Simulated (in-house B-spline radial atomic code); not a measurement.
A radial electron density 4πr²n(r) was computed for an atom or ion in its tabulated ground configuration with an all-electron radial atomic-structure program (B-spline basis); method: non-relativistic TPSSh, spin-polarised, spherical fractional occupations, exact exchange averaged over the configuration. Columns: r (bohr), 4πr²n(r) (electrons per bohr), bar.

```
 0.00219    1.074 #
 0.00261    1.486 ##
 0.00311    2.046 ##
  0.0037    2.792 ###
 0.00441    3.796 ####
 0.00525    5.107 #####
 0.00626     6.82 #######
 0.00745    8.974 #########
 0.00888    11.67 ############
  0.0106    14.96 ###############
  0.0126    18.68 ###################
   0.015    22.84 #######################
  0.0179    27.24 ############################
  0.0213    31.36 ################################
  0.0253    34.76 ###################################
  0.0302    37.02 ######################################
  0.0359    37.62 ######################################
  0.0428    36.52 #####################################
   0.051    34.17 ###################################
  0.0607    31.66 ################################
  0.0723    30.38 ###############################
  0.0861    31.52 ################################
   0.103    35.33 ####################################
   0.122    40.03 #########################################
   0.145    43.36 ############################################
   0.173     42.7 ###########################################
   0.206    37.32 ######################################
   0.246    29.19 ##############################
   0.293    22.56 #######################
   0.349    20.38 #####################
   0.415    22.31 #######################
   0.494       25 #########################
   0.589    24.73 #########################
   0.701    20.45 #####################
   0.835    13.94 ##############
   0.995    7.756 ########
    1.18    3.566 ####
    1.41    1.263 #
    1.68   0.3593 
       2  0.07824 
    2.38  0.01225
```

(1) Which atom or ion is it?
A. Ge6+
B. Cu6+
C. Ga5+
D. Ga6+

Results:

(1) D. The area under the curve, ∫4πr²n dr = ∫r·4πr²n d(ln r) on this logarithmic grid, is 25 electrons, which only this option has. The configuration is [Ar] 3d7.
